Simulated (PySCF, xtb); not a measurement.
B2Cl3, SMILES Cl[B]B(Cl)Cl (connectivity only; charge and spin as stated), charge +1, multiplicity 1.

Geometry optimised at PBE-D3(BJ)/def2-SVP. The spin state was assumed, not searched. The isomer is the one that the SMILES or the coordinates give; other isomers of the formula were not compared. One conformer was computed; it need not be the lowest.

These are PySCF with IEF-PCM-PBE0/def2-SVP values and carry that method's errors.

The values are the electrostatic part of the solvation free energy, E(continuum) − E(gas) at the gas-phase geometry, in a cavity of scaled van der Waals radii (PySCF's table); cavitation and dispersion terms are not included. In vacuum the orbital gap is 4.93 eV.

| solvent | ε | ΔG(elec) (kcal/mol) | gap (eV) |
|---|---|---|---|
| water | 78.36 | -55.8 | 5.37 |
| acetone | 20.49 | -53.6 | 5.34 |
| N,N-dimethylformamide | 37.22 | -54.9 | 5.36 |

For comparison, GFN2-xTB/ALPB(water) (xtb, at the GFN2-xTB geometry, all terms of that model) gives -51.6 kcal/mol.
